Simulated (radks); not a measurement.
Spherical quantum dot in the effective-mass picture: electrons in a well V = -V0 / (1 + exp((r - R)/a)) with V0 = 32.3, R = 1.88, a = 0.15, all in effective atomic units (hartree* = m*/eps^2 hartree, bohr* = eps/m* bohr), one dielectric constant everywhere. Calculated with a radial shooting solver with Libxc functionals: non-relativistic Kohn-Sham, PBEsol, spin-polarised, spherical densities. Levels are named by radial order and angular momentum (1s, 1p, 1d, 2s, ...), and open shells are averaged over m.

N = 3, configuration 1s2 1p(up 1, down 0). This is the lowest configuration that the search found. Occupied and some empty levels:

level    occupation  eigenvalue (hartree*)  <r> (bohr*)
1s up             1                -28.510       0.9254
1s down           1                -28.406       0.9198
1p up             1                -27.001        1.084
1p down           0                -26.879        1.082
1d up             0                -25.055        1.191
1d down           0                -24.927        1.192
2s up             0                -23.970       0.9447
2s down           0                -23.902       0.9477
1f up             0                -22.740        1.273
1f down           0                -22.615        1.275

Energy (hartree*): total -87.5520, kinetic 5.2752, external -95.333, Hartree 4.1212, exchange-correlation -1.6150.
